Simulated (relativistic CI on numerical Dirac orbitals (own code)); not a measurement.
## Mn6+ (3d) in a crystal field

Calculated by Dirac-Coulomb-Breit CI, KLI orbitals optimised for each configuration, model QED (radiative potential, 1s self-energy scaled to tabulated hydrogen-like ionisation energies), one configuration in a parametric crystal field, unscaled Slater integrals (own radial code).

Field parameters in Wybourne normalisation: Oh B⁴₀ = 21Dq, B⁴₄ = √(5/14) B⁴₀. The field is a parameter set, without covalency.

S is read from ⟨S²⟩ = S(S + 1).

Levels (cm⁻¹, degeneracy): 0 (4), 793 (2), 29687 (4).

Which field gives this pattern?
A. Oh, 10Dq = 5900 cm⁻¹
B. Oh, 10Dq = 38800 cm⁻¹
C. Oh, 10Dq = 20000 cm⁻¹
D. Oh, 10Dq = 29400 cm⁻¹

D. Oh, 10Dq = 29400 cm⁻¹, ground level with S = 0.50.
